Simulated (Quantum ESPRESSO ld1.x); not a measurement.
These are the eigenvalues of the occupied orbitals of an atom or ion with whole-number occupations (eV). All-electron calculation, scalar-relativistic Kohn-Sham, revPBE, spin-unpolarised, spherical densities, point nucleus. Program: ld1.x of Quantum ESPRESSO 7.5.

orbital  eigenvalue
1s         -66743.2

Which element is it, and in what charge state? The configuration may be excited.

Answer. Z = 68, erbium, charge +67: Er67+ in 1s1. The 1s level, -2452.8 hartree, gives Z - s = 70.0 by -(Z - s)^2/2, which with screening and relativity narrows Z to a few neighbours, and the depths must fix Z and the occupations together.
